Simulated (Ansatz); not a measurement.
Basis-set series for CH5AlO2Si, SMILES `O=[C]([SiH3])[AlH][OH]`. The species carries charge 0 and has multiplicity 1. The geometry is a stationary point of PBE0-D4/def2-TZVP. It is one conformer, not always the lowest.

```
functional       basis  functions  energy (Eh)  HOMO (eV)  LUMO (eV)
   PBE0-D4    def2-SVP        103   -722.73105      -5.89      -2.03
   PBE0-D4  def2-TZVPP        247   -723.15009      -6.06      -2.23
   ωB97M-V    def2-SVP        103   -723.06777      -8.03       0.10
   ωB97M-V  def2-TZVPP        247   -723.49370      -8.23      -0.17
```

Q: Give the rows for def2-QZVPP. (Estimate.)

A: The calculation gave: 
| functional | basis | functions | energy (Eh) | HOMO (eV) | LUMO (eV) |
| --- | --- | --- | --- | --- | --- |
| PBE0-D4 | def2-QZVPP | 461 | -723.17862 | -6.09 | -2.27 |
| ωB97M-V | def2-QZVPP | 461 | -723.52058 | -8.27 | -0.27 |

Program: Ansatz 0.2.0.
